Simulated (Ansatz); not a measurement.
Calculated with Ansatz (gas phase, PBE0-D4/def2-TZVP geometries, no zero-point term in ΔE). CCSD(T)/CBS is the MP2 limit (def2-TZVPP, def2-QZVPP) plus CCSD(T) − MP2 in def2-TZVPP, frozen cores. This one scheme is used for every species. DFT in def2-TZVPP.

Consider the formal exchange of groups at the Si–Cl bond: `C[Si](C)(Cl)Cl` + SiH₄ → `C[Si](C)([SiH3])Cl` + HCl.

`C[Si](C)(Cl)Cl`:

```xyz
11

C    -1.186   -1.075   -0.075
Si    0.500   -0.319   -0.178
C     0.570    1.468    0.295
Cl    1.770   -1.375    1.050
Cl    1.191   -0.515   -2.107
H    -1.877   -0.552   -0.741
H    -1.152   -2.126   -0.368
H    -1.567   -1.011    0.947
H    -0.074    2.059   -0.361
H     1.590    1.847    0.211
H     0.235    1.600    1.327
```

SiH₄:

```xyz
5

Si    0.000    0.000    0.000
H     1.474    0.053    0.165
H    -0.480    1.283   -0.571
H    -0.638   -0.223    1.322
H    -0.356   -1.113   -0.915
```

`C[Si](C)([SiH3])Cl`:

Cartesian coordinates in Å:
```
C -0.445 0.625 -1.704
Si -0.353 0.283 0.127
C -1.193 -1.325 0.561
Si 1.848 0.363 0.924
Cl -1.372 1.811 1.105
H 0.005 1.590 -1.947
H -1.486 0.639 -2.037
H 0.085 -0.152 -2.262
H -2.234 -1.312 0.229
H -1.178 -1.498 1.639
H -0.686 -2.161 0.071
H 2.670 -0.713 0.299
H 1.871 0.174 2.399
H 2.469 1.676 0.596
```

HCl:

Cartesian coordinates in Å:
```
Cl 0.056 0.427 0.473
H -0.056 -0.427 -0.473
```

CCSD(T)/CBS gives +1.16 eV.

**Question.** Another level gave +1.25 eV. Which?
A. SCS-MP2/def2-TZVPP
B. PBE-D4/def2-TZVPP
C. CCSD/def2-TZVPP
D. PBE0/def2-TZVPP

**Answer.** A. SCS-MP2/def2-TZVPP 1.25, CCSD/def2-TZVPP 1.16, PBE0 1.09, PBE-D4 1.01 eV.

Largest T1 diagnostic among the species: 0.011.

In def2-TZVPP, CCSD(T) changes the Hartree–Fock value by −0.20 eV (the triples alone add −0.02 eV) and MP2 by −0.10 eV. The D4 term adds −0.03 eV with B3LYP and −0.02 eV with PBE0; it sums over pairs of atoms, weighted by their polarisabilities, and B3LYP, whose exchange is more repulsive, gets the larger term. From PBE to PBE0 (25 % exact exchange), in def2-TZVPP and without D4, ΔE moves by +0.06 eV.

B3LYP here is the variant with VWN-RPA as its local correlation; programs differ in this.
